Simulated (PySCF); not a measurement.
# C₆ coefficients of unlike pairs at UHF

Calculated with PySCF 2.14 from the dipole response of each species, C₆(A,B) = (3/π) ∫ α_A(iu) α_B(iu) du, in atomic units, from isotropic polarisabilities. For ions this is the dispersion term alone; charge-induced terms of lower order in 1/R come first.

```
species       configuration                                                                                 basis     relativity  α (bohr³)  C₆ (like pair)
   Mn²⁺       [Ar] 3d5 (6S)    x2c-QZVPPall with one added diffuse shell each of s, p, d, f, g type (12s8p6d5f3g)  spin-free X2C      3.270           9.512
    S²⁺   [Ne] 3s2 3p2 (3P)  aug-cc-pV(Q+d)Z with one added diffuse shell each of s, p, d, f, g type (8s7p6d4f3g)           none      7.506           27.36
   Sn³⁺  [Kr] 4d10 5s1 (2S)                                                       aug-cc-pwCVTZ-DK3 (10s9p7d4f1g)  spin-free X2C      11.25           44.64
   Ti²⁺       [Ar] 3d2 (3F)      aug-cc-pVTZ with one added diffuse shell each of s, p, d, f, g type (9s8p6d4f3g)           none      4.233           12.82
```

Question: Estimate C₆ for Ti²⁺ with Mn²⁺.

Answer: The integral gives 11.00. The combination rule 2 C_A C_B / (C_A α_B/α_A + C_B α_A/α_B) gives 10.98 and the geometric mean 11.04.

No spin-orbit coupling is included.

The other pairs:

| pair | C₆ |
| --- | --- |
| Sn³⁺, S²⁺ | 34.37 |
| S²⁺, Mn²⁺ | 15.18 |
| Ti²⁺, S²⁺ | 18.09 |
| Ti²⁺, Sn³⁺ | 23.16 |
| Sn³⁺, Mn²⁺ | 19.58 |
